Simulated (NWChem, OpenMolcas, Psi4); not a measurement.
AsF3 (arsenic trifluoride): methods side by side

AsF3 has 4 atoms, charge 0, and is taken as a singlet. As SMILES, `F[As](F)F`. Geometry: relaxed at PBE0-D4/def2-TZVP.

```xyz
4

F    -0.4459    0.3956    1.3626
As   -0.4620   -0.4572   -0.1256
F     1.2040   -0.8659   -0.1127
F    -0.2962    0.9276   -1.1243
```

Quantity: the dipole moment, in D. The values are calculated.

Question: The value from experiment is 2.59 D (NIST CCCBDB). From what is known of these methods, estimate their order from the nearest to it to the farthest.
A. BLYP/cc-pVDZ (OpenMolcas)
B. wB97X/cc-pVDZ (Psi4)
C. SVWN5/cc-pVDZ (NWChem)
D. wB97X-V/cc-pVDZ (Psi4)

Answer: B (2.56 D, -0.03), D (2.49 D, -0.10), A (2.23 D, -0.36), C (2.20 D, -0.39).
